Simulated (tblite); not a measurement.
Species: C₃H₁₀BN.
Bonds: C1–B2, B2–N3, N3–C4, N3–C5. Hydrogens: H6, H7, H8 on C1; H9 on B2; H10, H11, H12 on C4; H13, H14, H15 on C5.

Computed with GFN2-xTB (tblite), gas phase: Langevin dynamics at 200 K from the optimised GFN2-xTB geometry, time step 0.5 fs, friction 0.01 fs⁻¹, 2000 steps. The instantaneous temperature is 2·E(kin)/(3Nk) with all 3N coordinates.

```csv
t (fs),T (K),E(pot) above start (eV),C1–B2 (Å),B2–N3 (Å),N3–C4 (Å),N3–C5 (Å),C1–H6 (Å),C1–B2–N3–C4 (°)
0,160,0.000,1.588,1.384,1.445,1.446,1.090,0
25,95,0.276,1.604,1.375,1.467,1.451,1.115,-1
50,163,0.212,1.568,1.363,1.451,1.463,1.102,1
75,139,0.229,1.559,1.388,1.435,1.448,1.080,-13
100,158,0.270,1.572,1.415,1.463,1.456,1.062,-7
125,191,0.223,1.603,1.399,1.429,1.456,1.135,13
150,186,0.348,1.615,1.380,1.405,1.458,1.111,-2
175,208,0.360,1.583,1.389,1.467,1.473,1.072,-6
200,162,0.409,1.573,1.399,1.462,1.447,1.097,10
225,128,0.333,1.614,1.401,1.435,1.450,1.106,10
250,186,0.210,1.600,1.393,1.479,1.465,1.065,-2
275,162,0.265,1.591,1.367,1.451,1.409,1.068,-1
300,103,0.256,1.590,1.379,1.449,1.452,1.107,-6
325,165,0.156,1.612,1.380,1.458,1.458,1.118,-13
350,136,0.315,1.589,1.373,1.447,1.459,1.094,7
375,153,0.297,1.565,1.397,1.426,1.462,1.069,23
400,176,0.216,1.584,1.407,1.445,1.445,1.113,14
425,174,0.296,1.603,1.378,1.425,1.417,1.127,-11
450,128,0.354,1.624,1.383,1.440,1.458,1.083,-12
475,135,0.336,1.557,1.379,1.442,1.436,1.075,1
500,188,0.270,1.561,1.388,1.478,1.437,1.079,-14
525,205,0.390,1.584,1.407,1.441,1.398,1.124,-24
550,217,0.343,1.610,1.412,1.433,1.437,1.098,1
575,228,0.321,1.565,1.433,1.428,1.454,1.078,17
600,219,0.351,1.561,1.416,1.431,1.461,1.091,16
625,218,0.345,1.612,1.406,1.426,1.460,1.131,14
650,196,0.281,1.572,1.360,1.425,1.472,1.084,5
675,217,0.352,1.618,1.377,1.444,1.489,1.065,0
700,265,0.375,1.597,1.365,1.410,1.480,1.142,-2
725,303,0.286,1.578,1.401,1.434,1.466,1.112,-3
750,252,0.428,1.617,1.392,1.452,1.452,1.080,-2
775,276,0.466,1.591,1.394,1.469,1.436,1.036,-4
800,152,0.558,1.530,1.374,1.521,1.451,1.115,10
825,227,0.336,1.577,1.377,1.489,1.425,1.134,4
850,229,0.381,1.666,1.403,1.444,1.405,1.093,-3
875,230,0.321,1.584,1.382,1.438,1.436,1.040,-5
900,231,0.303,1.617,1.350,1.473,1.469,1.094,-15
925,219,0.340,1.610,1.334,1.446,1.482,1.152,-4
950,232,0.351,1.578,1.375,1.478,1.505,1.094,-3
975,250,0.261,1.588,1.389,1.421,1.439,1.058,6
1000,180,0.280,1.609,1.428,1.428,1.441,1.118,6
```

Task: From 500 fs on, how do temperature and potential energy compare with equipartition?

Result: The mean temperature of these 21 frames is 225 K against the target 200 K, and the mean potential energy 0.35 eV against 39 × kT/2 = 0.34 eV for 39 classical harmonic modes. For 15 atoms in a canonical ensemble the temperature itself scatters by T·√(2/(3N)) = 42 K; here its standard deviation is 32 K. The whole run lasts only 10 friction times of 100 fs, so these averages carry a wide statistical error.

Task: What are the kinetic and total energies of the listed frame with the highest potential energy?

Result: The one at 800 fs, 0.558 eV above the start. Its kinetic energy is 3NkT/2 = 0.295 eV at 152 K, so the sum is 0.85 eV; over the listed frames the sum runs from 0.31 to 1.00 eV, since the thermostat adds and removes energy.

Task: How much do the listed bonds fluctuate from 500 fs on?

Result: 
```
 bond  at the start (Å)  mean (Å)  standard deviation (Å)
C1–B2             1.588     1.592                   0.028
B2–N3             1.384     1.389                   0.024
N3–C4             1.445     1.448                   0.027
N3–C5             1.446     1.452                   0.026
C1–H6             1.090     1.096                   0.031
```

The motion is classical and holds no zero-point motion.

The cost below is that of the whole dynamics run. On Intel Xeon at 2.50 GHz, one thread (shared host), this took 21 s and 0.18 GiB of memory at its peak.
